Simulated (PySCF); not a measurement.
## C7H9PS: full NMR table

```
Formula                               : C7H9PS
SMILES                                : CSc1ccc(C)pc1
Point group of the computed structure : C1
Carbon signals                        : 7
Proton signals                        : 5
```

Bonds (- single, = double, # triple, : aromatic): C1-S2, S2-C3, C3:C4, C4:C5, C5:C6, C6-C7, C6:P8, P8:C9, C9:C3. C1 carries H10, H11, H12; C4 carries H13; C5 carries H14; C7 carries H15, H16, H17; C9 carries H18.

PySCF 2.14.0 with density-fitted response routines calculation with shielding tensors at PBE0/pcSseg-1 (GIAO) and PBE0-D3(BJ)/def2-SVP geometry; non-relativistic, gas phase, one computed conformer, fast rotation and ring inversion assumed for equivalent nuclei.

Shifts are taken against calculated references (same method and geometry level): TMS for 1H, 13C; H3PO4 for 31P; CS2 for 33S.

| carbon | δC, type | δH (multiplicity) | HMBC from (2–3 bonds) | span of the C tensor (ppm) |
| --- | --- | --- | --- | --- |
| C1 | 17.1, CH3 | 2.30 (s) | – | 21 |
| C3 | 150.5, C | – | H18, H14, H13, H10/H11/H12 | 211 |
| C4 | 132.7, CH | 7.38 (m) | H18, H14 | 205 |
| C5 | 139.6, CH | 7.72 (m) | H13, H15/H16/H17 | 222 |
| C6 | 172.8, C | – | H18, H14, H13, H15/H16/H17 | 335 |
| C7 | 25.7, CH3 | 2.69 (m) | H14 | 42 |
| C9 | 149.7, CH | 7.89 (m) | H13 | 299 |

Other nuclei:
```json
{"atoms": "P8", "nucleus": "31P", "environment": "phosphorus bonded to 2 C, in a 6-membered ring", "δ (ppm)": "225.6", "σ (ppm)": "84.5"}
{"atoms": "S2", "nucleus": "33S", "environment": "sulfide sulfur", "δ (ppm)": "26", "σ (ppm)": "470.1"}
```

1. δC 172.8: substituted aromatic carbon.
2. δC 150.5: aromatic carbon bearing sulfur.
3. δC 149.7, 139.6, 132.7: aromatic CH.
4. δH 7.89, 7.72, 7.38: hydrogen on an aromatic CH; the ring current deshields protons in the ring plane.
5. δH 2.69: hydrogen on a methyl carbon on an aromatic ring; benzylic-type position, deshielded by the ring.

Splittings by 31P in the carbon and heteronuclear signals aren't shown, as no couplings were computed. Shifts are as computed. Against solution values, carbons near 30 ppm lie about +2 ppm off and those near 130 ppm about +5 ppm; carbons on S a further +3 ppm. Of 1309 compounds with measured shifts, 239 miss one by over three times the rms of a fit or turn the order of signals round; such compounds aren't used in these exercises. Experimental scales use liquid or dissolved standards, which lie at an offset from isolated H3PO4. No couplings were computed; multiplicities are counted from neighbouring protons, with m where these are inequivalent, close in shift, in a saturated or five-membered ring or joined by F or P, and br s for small geminal =CH2 splittings.
